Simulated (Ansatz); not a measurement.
Gas-phase reaction in SMILES: NB(N)O -> N[B]O + [NH2] (NH2) (the B-N bond at the site shown breaks; other sites are not compared here)
Each molecule is optimised on its own at B3LYP-D3(BJ)/def2-TZVP (Ansatz, an electronic-structure program), one conformer each, not searched for the lowest.
Geometry of the first species:
SMILES: NB(N)O
```xyz
9

N      1.2674    -0.5594     0.3003
B      0.0087     0.0178    -0.0050
N     -1.2056    -0.7175     0.1240
O      0.0251     1.3366    -0.4359
H      2.1166    -0.0324     0.2058
H      1.3968    -1.5005     0.6208
H     -2.1110    -0.3378    -0.0839
H     -1.2384    -1.6718     0.4339
H     -0.8407     1.6984    -0.6344
```

Quantity: bond dissociation energy (electronic energy difference), in kcal/mol. Valence correlation only, unless marked. Open shells are spin-unrestricted. Spin-orbit coupling is left out. Non-relativistic. CBS(X,Y): correlation extrapolated as X^-3; Hartree-Fock from the larger set.

CCSD(T)/CBS(cc-pVTZ,cc-pVQZ) (Ansatz) gives 133.4 kcal/mol.

Question: Another calculation gave 128.4 kcal/mol. Which level was it?
(A) B2GP-PLYP/def2-TZVPD (Ansatz)
(B) revPBE/def2-TZVPD (Ansatz)
(C) r2SCAN0/def2-TZVPD (Ansatz)
(D) HSE06/def2-TZVPD (Ansatz)

Answer: D, HSE06/def2-TZVPD (Ansatz). The others give 120.8 (revPBE), 125.3 (r2SCAN0), 131.0 (B2GP-PLYP) kcal/mol.
